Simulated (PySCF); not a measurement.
C₅H₁₂Si. Atoms are numbered in the order given.

```xyz
18

C      0.1492    -2.5162     0.0000
C      0.8291    -1.3517     0.0000
Si     0.0085     0.3555     0.0000
C      1.3607     1.6796     0.0000
C     -1.0752     0.5294     1.5446
C     -1.0752     0.5294    -1.5446
H      0.6521    -3.4995     0.0000
H     -0.9560    -2.5469     0.0000
H      1.9353    -1.4088     0.0000
H      0.9232     2.6991     0.0000
H      2.0081     1.5892    -0.8966
H      2.0081     1.5892     0.8966
H     -0.4686     0.4439     2.4690
H     -1.5940     1.5103     1.5618
H     -1.8482    -0.2659     1.5743
H     -0.4686     0.4439    -2.4690
H     -1.8482    -0.2659    -1.5743
H     -1.5940     1.5103    -1.5618
```
Charge 0, spin multiplicity 1.

Geometry optimised at PBE-D3(BJ)/def2-SVP. The geometry has at least one imaginary mode, so it is a saddle point at that level. The isomer is the one that the SMILES or the coordinates give; other isomers of the formula were not compared. The values are those of a single conformer.

The numbers are results of PySCF 2.14.0 with TDA-PBE0/def2-SVPD, not measurements.

Vertical excitations.  State labels are in the subgroup Cs.

**Question.** Estimate the UV-visible absorptions. (The exact figures need the calculation; the answer reports its results.)

**Answer.** 
```csv
state,symmetry,energy (eV),λ (nm),f,main pairs
S1,A",6.31,197,0.006,HOMO−1→LUMO 92 %
S2,A',6.81,182,0.188,"HOMO→LUMO 65 %, HOMO−3→LUMO 32 %"
S3,A",6.94,179,0.005,HOMO−2→LUMO 93 %
S4,A",7.08,175,0.077,HOMO→LUMO+1 92 %
S5,A",7.68,161,0.001,HOMO→LUMO+2 79 %
S6,A',7.72,160,0.165,"HOMO−3→LUMO 40 %, HOMO−1→LUMO+1 35 %, HOMO→LUMO 14 %"
T1,A',3.99,311,0,HOMO→LUMO 87 %
T2,A",5.67,219,0,HOMO−1→LUMO 92 %
```
Triplets are in the Tamm–Dancoff approximation.
